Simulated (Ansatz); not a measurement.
H2Se (SMILES [SeH2]), charge 0, multiplicity 1, relaxed at each level with Ansatz (a first-principles code); harmonic frequencies from differences of analytic forces, average atomic masses, frozen cores.

```csv
mode,HF/def2-TZVPP (cm⁻¹),PBE/def2-TZVPP (cm⁻¹),r2SCAN/def2-TZVPP (cm⁻¹),B3LYP/def2-TZVPP (cm⁻¹),CCSD(T)/cc-pVTZ (cm⁻¹),CCSD(T)/cc-pVQZ (cm⁻¹)
1,1161,1022,1061,1062,1057,___
2,2579,2364,2441,2416,2440,___
3,2584,2378,2453,2427,2453,___
```

Q: Modes are in rising order at each level. Fill in the missing entries.

A: 
- 2, CCSD(T)/cc-pVQZ (cm⁻¹): 2446
- 3, CCSD(T)/cc-pVQZ (cm⁻¹): 2458
- 1, CCSD(T)/cc-pVQZ (cm⁻¹): 1055
